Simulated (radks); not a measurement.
Results of a calculation; reference values are marked as such.
Spherical quantum dot in the effective-mass picture: electrons in a hard-walled sphere of radius 2.83, all in effective atomic units (hartree* = m*/eps^2 hartree, bohr* = eps/m* bohr), one dielectric constant everywhere. Level of theory: non-relativistic Kohn-Sham, exchange-only LDA, spin-polarised, spherical densities (a radial shooting solver with Libxc functionals). Levels are named by radial order and angular momentum (1s, 1p, 1d, 2s, ...), and open shells are averaged over m.

N = 24, configuration 1s2 1p6 1d10 1f(up 6, down 0). This is the lowest configuration that the search found. Occupied and some empty levels:

| level | occupation | eigenvalue (hartree*) | <r> (bohr*) |
|---|---|---|---|
| 1s up | 1 | 11.597 | 1.851 |
| 1s down | 1 | 11.701 | 1.834 |
| 1p up | 3 | 11.949 | 1.945 |
| 1p down | 3 | 12.063 | 1.937 |
| 1d up | 5 | 12.537 | 2.019 |
| 1d down | 5 | 12.656 | 2.015 |
| 1f up | 6 | 13.329 | 2.079 |
| 1f down | 0 | 13.452 | 2.077 |
| 2s up | 0 | 13.684 | 1.274 |
| 2s down | 0 | 13.727 | 1.277 |
| 1g up | 0 | 14.308 | 2.128 |
| 1g down | 0 | 14.434 | 2.127 |
| 2p up | 0 | 14.802 | 1.481 |
| 2p down | 0 | 14.860 | 1.479 |
| 2d up | 0 | 16.112 | 1.615 |
| 2d down | 0 | 16.182 | 1.612 |

Energy (hartree*): total 172.952, kinetic 53.078, external 0, Hartree 132.55, exchange-correlation -12.673.

Electron density:

| r (bohr*) | n(r) (e/bohr*^3) |
|---|---|
| 0.222 | 0.02206 |
| 0.433 | 0.03035 |
| 0.645 | 0.04768 |
| 0.856 | 0.07950 |
| 1.07 | 0.1325 |
| 1.28 | 0.2116 |
| 1.49 | 0.3139 |
| 1.70 | 0.4203 |
| 1.91 | 0.4874 |
| 2.12 | 0.4626 |
| 2.33 | 0.3236 |
| 2.55 | 0.1301 |
| 2.76 | 0.008901 |
